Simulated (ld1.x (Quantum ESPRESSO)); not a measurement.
**promethium (Pm), ultrasoft: configuration errors across variants**

ld1.x (Quantum ESPRESSO) 7.5 input, shortened:

```
&input
   title='Pm', zed=61., rel=1, dft='PBE', iswitch=3,
   config='[Xe] 4f4 5d1 6s2 6p0'
 /
 &inputp
   pseudotype=3, tm=.true., lloc=-1, rcloc=1.10,
   nlcc=.true.,
   which_augfun='PSQ', rmatch_augfun=0.90
 /
8
5S  1  0   2.00   0.00  1.85  2.35  0.0
6S  2  0   2.00   0.00  1.85  2.35  0.0
5P  2  1   6.00   0.00  2.45  2.75  0.0
6P  3  1   0.00   0.00  2.45  2.75  0.0
5D  3  2   1.00   0.00  1.90  2.05  0.0
5D  3  2   0.00   4.20  1.90  2.05  0.0
4F  4  3   4.00   0.00  1.05  1.40  0.0
4F  4  3   0.00   3.35  1.05  1.40  0.0
 &test
   configts(1)='4f4 5s2 5p6 5d1 6s2 6p0'
 /
```

All-electron excitation energies from the reference (eV): (1) 4f5 5s2 5p6 5d0 6s2 6p0 -2.436; (2) 4f5 5s2 5p6 5d0 6s1 6p0 3.437; (3) 4f5 5s2 5p6 5d0 6s0 6p0 14.378; (4) 4f5 5s2 5p6 5d1 6s1 6p0 -0.581; (5) 4f5 5s2 5p6 5d0 6s0 6p1 6.490; (6) 4f4 5s2 5p6 5d1 6s1 6p0 6.359.

The overlap operator is not positive definite (basis up to 400 Ry) in “base”, “waves 4f (bound): rcut 1.05, rcutus 1.92 bohr; 4f channel at 3.35 Ry: rcut 1.05, rcutus 1.92 bohr”, “waves 5p (bound): rcut 1.76, rcutus 1.86 bohr; 6p (bound): rcut 1.76, rcutus 1.86 bohr”. Such files are unfit for use, however small their errors in these radial tests.

Tests that are not counted but printed errors over 1 eV. “base”: 4f5 5s2 5p6 5d0.5 6s1.5 6p0 (solver errors, printed error -1.5 eV). “waves 4f (bound): rcut 1.05, rcutus 1.92 bohr; 4f channel at 3.35 Ry: rcut 1.05, rcutus 1.92 bohr”: 4f5 5s2 5p6 5d0.5 6s1.5 6p0 (solver errors, printed error -1.5 eV). “waves 5p (bound): rcut 1.76, rcutus 1.86 bohr; 6p (bound): rcut 1.76, rcutus 1.86 bohr”: 4f5 5s2 5p6 5d0.5 6s1.5 6p0 (solver errors, printed error -1.3 eV).

3 further variants failed, have other tests or another functional or relativity, and are left out.

A true bound ghost makes a file unfit for plane-wave use even where its test errors are small: the radial tests pick states by their node count and pass the ghost by. Where a test does run into it, the solver fails or the error is huge.

Errors AE − PS in meV (a dash: test not solved or not reliable):

```tsv
change	(1)	(2)	(3)	(4)	(5)	(6)	bound ghosts
base	-797	-814	-819	-566	-821	-7.3	not determined (overlap not positive)
waves 4f (bound): rcut 1.05, rcutus 1.92 bohr; 4f channel at 3.35 Ry: rcut 1.05, rcutus 1.92 bohr	-754	-769	-771	-573	-774	-7.4	not determined (overlap not positive)
waves 5p (bound): rcut 1.76, rcutus 1.86 bohr; 6p (bound): rcut 1.76, rcutus 1.86 bohr	-581	-596	-625	-121	-612	-5.2	p (s not tested, overlap not positive)
```

Question: Give the same row for: waves 5s (bound): rcut 1.52, rcutus 1.62 bohr; 6s (bound): rcut 1.52, rcutus 1.62 bohr.

Answer: -814, -832, -835, –, –, –; bound ghosts: s (p not tested, overlap not positive). Its overlap operator is not positive definite in a basis up to 400 Ry (lowest eigenvalue p -0.62), so the file is unfit for use: the generalised eigenproblem breaks down once the basis is large enough, and its test numbers describe a broken file.
